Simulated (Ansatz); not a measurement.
Reaction (ligand exchange at the Sn–C bond): `C#[C][SnH]([F])[Cl]` + ethylmethylamine → `CC[N](C)[SnH]([F])[Cl]` + acetylene

Isolated molecules relaxed with PBE0-D4/def2-TZVP in Ansatz; ΔE leaves out vibrations. CBS: MP2 limit from def2 TZ/QZ plus the TZ coupled-cluster correction, frozen cores. This one scheme is used for every species. DFT in def2-TZVPP. B3LYP here is the variant with VWN-RPA as its local correlation; programs differ in this. HSE06 is defined as in plane-wave codes. Elements past krypton have def2 core potentials. For Sn outer-core shells are correlated without core-valence functions, which leaves a few kJ/mol of doubt a bond. One conformer a species, not always the lowest.

```
         level  ΔE (kJ/mol)
     revPBE-D4          0.6
       PBE0-D4          6.9
      HSE06-D4          7.2
       ωB97X-V          6.3
         B3LYP         16.4
       r2SCAN0         10.6
MP2/def2-QZVPP         -0.8
  HF/CBS(def2)         30.4
```

**Question.** What does CCSD(T)/CBS give? (An estimate is asked.)

**Answer.** The calculation gave: -1.2 kJ/mol. The listed levels differ from it by 1.8, 8.1, 8.4, 7.5, 17.6, 11.8, 0.4, 31.6 kJ/mol.

Largest T1 diagnostic among the species: 0.013.

From BLYP to BHLYP (50 % exact exchange), in def2-TZVPP and without D4, ΔE moves by +4.7 kJ/mol. Leaving LDA and LC-ωPBE aside and taking each functional with its dispersion term where it has one, the values, not all of them listed here, spread over 14.9 kJ/mol, from BLYP-D4 to PBE-QIDH. LDA lies −15.5 kJ/mol from PBE without D4.

CCSD(T)/CBS has its own doubt, a few kJ/mol and more with outer-core shells, so smaller differences from it don't rank the levels.
